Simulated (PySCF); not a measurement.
Cl4Hf, SMILES [Hf+]([Cl])([Cl])([Cl])[Cl] (connectivity only; charge and spin as stated), charge +1, multiplicity 2. Atoms are numbered in the order given.

```xyz
5

Hf     0.0000     0.0000     0.0000
Cl    -1.3928     1.3928     1.2824
Cl    -1.3928    -1.3928    -1.2824
Cl     1.3928     1.3928    -1.2824
Cl     1.3928    -1.3928     1.2824
```
Charge +1, spin multiplicity 2.

Coordinates come from a B3LYP-D3(BJ)/def2-SVP optimisation. The spin state was assumed, not searched. The def2 effective core potentials stand for the cores of Hf; spin–orbit coupling is left out.

These are CAM-B3LYP/def2-TZVP (PySCF) values and carry that method's errors.

The molecule is in vacuum.

Computed frontier levels, dipole moment and polarisability:
```json
{
  "α spin, highest occupied and lowest empty level": "-16.45 and -6.43 eV",
  "β spin, highest occupied and lowest empty level": "-15.63 and -12.75 eV",
  "dipole_moment_about_the_centre_of_nuclear_charge": "0.00 D",
  "mean_static_polarisability": "594.6 bohr³ (88.11 Å³)",
  "polarisability_principal_values": "139.8, 822.0, 822.0 bohr³",
  "⟨S²⟩": "0.767 (pure state 0.75)"
}
```
